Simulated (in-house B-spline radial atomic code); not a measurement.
Configurations of the europium ion Eu⁷⁺, with energies counted from [Kr] 4d10 4f5 5s2 5p3. All numbers are computed (scalar-relativistic (X2C) OLYP, spin-polarised, spherical fractional occupations; Fermi nucleus of rms radius 5.1115 fm) with an all-electron radial atomic-structure program (B-spline basis), not measured. Shells without spins written out take the highest spin.

Occupations are held fixed; configurations that lie above the ionisation limit could autoionise.

```tsv
configuration	E - E(ref) (eV)	highest orbital	its <r> (bohr)
[Kr] 4d10 4f(2 up, 3 down) 5s2 5p(3 up, 0 down)	9.8215	4f down	0.77
[Kr] 4d10 4f4 5s2 5p3 6s1	48.018	6s up	2.38
[Kr] 4d10 4f5 5s2 5p2 6p1	60.089	6p up	2.662
[Kr] 4d10 4f4 5s2 5p3 5f1	63.845	5f up	2.23
[Kr] 4d9 4f6 5s2 5p3	128.92	4f up	0.7717
[Kr] 4d9 4f5 5s2 5p3 6p1	187.9	6p up	2.63
[Kr] 4d(5 up, 4 down) 4f(3 up, 2 down) 5s2 5p(0 up, 3 down) 6p(1 up, 0 down)	200.99	6p up	2.653
[Kr] 4d9 4f5 5s2 5p3 6f1	213.97	6f up	3.958
```

**Question.** Order these further configurations by energy, lowest first.
A. [Kr] 4d10 4f4 5s2 5p3 5d1
B. [Kr] 4d10 4f(1 up, 3 down) 5s2 5p(1 up, 2 down) 5f(1 up, 0 down)
C. [Kr] 4d(5 up, 4 down) 4f(1 up, 5 down) 5s2 5p(1 up, 2 down)
D. [Kr] 4d9 4f5 5s2 5p3 6d1
E. [Kr] 4d10 4f(0 up, 4 down) 5s2 5p(0 up, 3 down) 6d(1 up, 0 down)

**Answer.** A (30.292 eV), E (70.602 eV), B (73.514 eV), C (145.38 eV), D (200.66 eV).

**Question.** How far above the reference does [Kr] 4d9 4f5 5s2 5p3 5d1 lie?

**Answer.** 160.8 eV; its least bound orbital is 5d up with <r> = 1.626 bohr.

**Question.** How far above the reference does [Kr] 4d10 4f(0 up, 5 down) 5s2 5p(3 up, 0 down) lie?

**Answer.** 6.5856 eV; its least bound orbital is 4f down with <r> = 0.768 bohr.

**Question.** How far above the reference does [Kr] 4d10 4f5 5s2 5p2 5d1 lie?

**Answer.** 34.545 eV; its least bound orbital is 5d up with <r> = 1.661 bohr.
